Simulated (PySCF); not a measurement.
**[Cs3Te]+: umbrella curve**

Level of theory: PBE0/[Te def2-TZVP with ECP28, Cs def2-TZVP with ECP46], scalar-relativistic core potentials, density fitting, no spin–orbit coupling, PySCF.

Rigid scan from the singlet minimum (Te–Cs 3.443 Å (×3); Cs–Te–Cs 120.0° (×3)). Coordinate: angle between each bond and the threefold axis, bonds fixed. Energies in kJ/mol from the minimum.

(1) Predict the curve at 55, 60, 65, 70, 75, 80, 85, 90.

## Answers

(1) 
```
angle of the bonds to the threefold axis (°)  E (kJ/mol)  dipole size (D, about the centre of mass)
                                          55        66.0                                      11.37
                                          60        42.6                                      10.09
                                          65        26.4                                       8.67
                                          70        15.4                                       7.12
                                          75         8.2                                       5.45
                                          80         3.3                                       3.69
                                          85         0.8                                       1.86
                                          90         0.0                                       0.00
```
